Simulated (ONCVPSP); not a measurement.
## Before and after: ONCV potential for Si (Z = 14)

```
Element                 : Si
Generator               : ONCVPSP 4.0.1
Type                    : optimised norm-conserving Vanderbilt (ONCV)
Functional              : PBE
Relativity              : scalar-relativistic
Frozen core             : [Ne]
Valence charge          : 4
Reference configuration : 3s2 3p2
Partial waves           : 3s: rc 1.75 bohr, ncon 3, nbas 8, qcut 4.2 1/bohr, 1 projector; 3p: rc 2.05 bohr, ncon 5, nbas 9, qcut 3.2 1/bohr, 3 projectors, debl 3.5 Ha; d scattering state at 0.02 Ha: rc 1.80 bohr, ncon 4, nbas 7, qcut 5.3 1/bohr, 3 projectors, debl 0.3 Ha
Local potential         : polynomial inside 1.55 bohr (lpopt 1, dvloc0 0 Ha)
Core correction         : Teter function, fcfact 4.75, rcfact 1.3
```

All-electron outer shells of the reference configuration (PBE, scalar-relativistic, ld1.x):

```tsv
shell	level (eV)	outermost node (bohr)	outermost maximum (bohr)
2s	-139.50	0.15	0.45
2p	-95.56	–	0.39
3s	-10.81	0.72	1.80
3p	-4.08	0.72	2.17
```

Change: d: debl 0.95.

Cutoffs: the cutoffs (Ha) at which the residual kinetic energy of the hardest occupied pseudo-wave falls to 1 and 0.1 mHa per electron; they do not see the model core or the augmentation charge, which bear on the density cutoff. Errors are all-electron minus pseudo energies relative to the spin-unpolarised reference configuration.

Problem. Predict the effect on cutoff, ghosts and configuration errors.

Solution. The potential gets neither clearly harder nor softer (7.2 Ha and 12 Ha → 7.2 Ha and 12 Ha); the bound ghost in d disappears; the errors of the 4 common tests hardly move.

```tsv
quantity	base	changed
cutoff, loose	7.2 Ha	7.2 Ha
cutoff, tight	12 Ha	12 Ha
bound ghosts	d	none
GHOST(+) flags under 300 eV	none	d at 106.0 eV
error for 3s2 3p1, meV [ΔE 7.74 eV]	+1.9	+1.9
error for 3s2 3p0, meV [ΔE 23.73 eV]	+20	+20
error for 3s1 3p0, meV [ΔE 57.70 eV]	+93	+93
error for 3s1 3p2, meV [ΔE 15.17 eV]	+1.8	+1.8
s: phases at 1.78 bohr within 0.05 rad from the reference energy up to (Ha; the scan ends near 5)	1.3	1.3
p: phases at 2.08 bohr within 0.05 rad from the reference energy up to (Ha; the scan ends near 5)	to the end of the scan	to the end of the scan
d: phases at 1.83 bohr within 0.05 rad from the reference energy up to (Ha; the scan ends near 5)	4.0	3.8
rms error of d²Exc/dni dnj with the model core, mHa	0.12	0.12
```

Base: The cutoffs count occupied waves only; projector 3 of the p channel, the hardest unoccupied one, needs 24 Ha at the loose tolerance. Changed file: The cutoffs count occupied waves only; projector 3 of the p channel, the hardest unoccupied one, needs 24 Ha at the loose tolerance. A true bound ghost makes a file unfit for plane-wave use even where its test errors are small: the radial tests pick states by their node count and pass the ghost by.
